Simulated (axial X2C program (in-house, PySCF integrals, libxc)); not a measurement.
**Spin–orbit effects down a group: molecules with Na (ions), CCSD**

Calculated with an axial X2C code built on PySCF integrals, spin-free (one-electron X2C) or two-component (2c: spin–orbit coupling with atomic mean-field Coulomb and Gaunt terms, which also bring small scalar terms), in Dyall basis sets with cores contracted in-house; open shells are unrestricted.

Basis sets: Al dyall-v3z, B dyall-v3z, Ga dyall-cv3z, In dyall-cv3z, Na dyall-cv3z. Frozen shells (counts by l): NaB⁺ Na 1s, B 1s, 11 electrons correlated; NaAl⁺ Al 2s1p, Na 1s, 11 electrons correlated; NaGa⁺ Ga 3s2p1d, Na 2s1p, 3 electrons correlated; NaIn⁺ In 4s3p2d, Na 2s1p, 3 electrons correlated. Coupled cluster in natural virtuals with an MP2 remainder. Where the outer core of a metal is frozen, bonds come out longer and ionisation energies lower. Frozen cores can differ along the series, which adds to the trend.

```tsv
molecule	spin-free state	Re (Å)	ωe (cm⁻¹)	De (eV)	2c state	Re 2c (Å)	ωe 2c (cm⁻¹)	De 2c (eV)
NaB⁺	M_S = 1/2, Λ = 0	2.857	208.0	0.55	Ω = 1/2	2.857	208.0	0.55
NaAl⁺	M_S = 1/2, Λ = 0	3.352	140.7	0.89	Ω = 1/2	3.352	140.7	0.89
NaGa⁺	M_S = 1/2, Λ = 0	3.409	112.3	0.83	Ω = 1/2	3.410	112.1	n/a
NaIn⁺	M_S = 1/2, Λ = 0	3.559	103.2	0.92	Ω = 1/2	3.554	103.0	n/a
```

Fragments in 2c: Na+ + B, Al + Na+, Ga + Na+, In + Na+. Each entry is the lowest single determinant of a limited PBE0 search at one distance. De goes to single-determinant-based atoms at the same level (for ions the charge split of lowest energy) and is withheld (n/a) where an atom does not fit its ground term or J level. Main or longest-lived isotopes. Some light 2c atoms are not at their ground J level, so De misses part of their lowering (0.04 eV or less).
